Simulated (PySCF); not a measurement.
## TlSi⁻: from constants to spectrum

UHF-CCSD(T) constants of TlSi⁻, ³Σ⁻ (triplet), unpaired electrons π ↑↑ (basis Tl def2-SVPD with ECP60, Si def2-SVPD; scalar-relativistic core potentials; PySCF 2.14; masses 204.9744 and 27.9769 u):

```
ωe              : 251.1 cm⁻¹
ωexe            : 0.662 cm⁻¹
Be              : 0.094719 cm⁻¹
αe              : 0.000410 cm⁻¹
D (centrifugal) : 5.39e-08 cm⁻¹
```

(1) Give the vibrational terms G(v) and spacings up to v = 6.

Correlated steps freeze 9 core orbitals. These are scalar-relativistic numbers at best; spin–orbit coupling would shift them, the dissociation energy most. The state is the lowest determinant that a PBE0 search found; another state may lie lower at other levels.

## Answers

(1) G(v) = ωe(v+½) − ωexe(v+½)².

```json
{"v": "0", "G(v) (cm⁻¹)": "125.4", "G(v) − G(v−1)": "", "Bv (cm⁻¹)": "0.09451"}
{"v": "1", "G(v) (cm⁻¹)": "375.2", "G(v) − G(v−1)": "249.8", "Bv (cm⁻¹)": "0.09410"}
{"v": "2", "G(v) (cm⁻¹)": "623.6", "G(v) − G(v−1)": "248.5", "Bv (cm⁻¹)": "0.09369"}
{"v": "3", "G(v) (cm⁻¹)": "870.7", "G(v) − G(v−1)": "247.1", "Bv (cm⁻¹)": "0.09328"}
{"v": "4", "G(v) (cm⁻¹)": "1116.5", "G(v) − G(v−1)": "245.8", "Bv (cm⁻¹)": "0.09287"}
{"v": "5", "G(v) (cm⁻¹)": "1361.0", "G(v) − G(v−1)": "244.5", "Bv (cm⁻¹)": "0.09246"}
{"v": "6", "G(v) (cm⁻¹)": "1604.2", "G(v) − G(v−1)": "243.2", "Bv (cm⁻¹)": "0.09205"}
```
